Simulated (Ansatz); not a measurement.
Gas-phase reaction in SMILES: [O]=[Ti]=[O] → [O]=[Ti]=[O] as doublet, charge -1 (an electron is taken up)

Property: adiabatic electron affinity (0 K, with zero-point energies), in eV. Positive where the reaction releases energy. Terms: UHF or UKS for open shells; spin-orbit terms left out; frozen cores in correlated levels (noble-gas shells and the d and f shells of earlier blocks); non-relativistic; LANL2DZ with its own core potentials from Na on; six Cartesian d functions in 6-31G* and its kin unless marked 5d. First-principles rows: single points at B3LYP-D3(BJ) geometries (Ansatz, a quantum-chemistry and plane-wave program), with unscaled harmonic terms from B3LYP/6-31G* (LANL2DZ past Ar) (Ansatz) at its own minima. The spin state of an ion or metal species was assumed, not searched.

| level | program | adiabatic electron affinity (0 K, with zero-point energies) (eV) |
|---|---|---|
| MP2/STO-3G | Ansatz | -3.38 |
| MP2/3-21G | Ansatz | 0.47 |
| MP2/6-31G* | Ansatz | 0.75 |
| MP2/6-31G* with LANL2DZ past Ar | Ansatz | 0.86 |

No value to compare with is used here. The 4 habitual levels span -3.38 (MP2/STO-3G) to 0.86 eV (MP2/6-31G* with LANL2DZ past Ar).

The sets are all those run for this method; left out are runs that failed, that the program found above a lower state of the same kind, or whose <S^2> lies over 0.5 above the pure value.
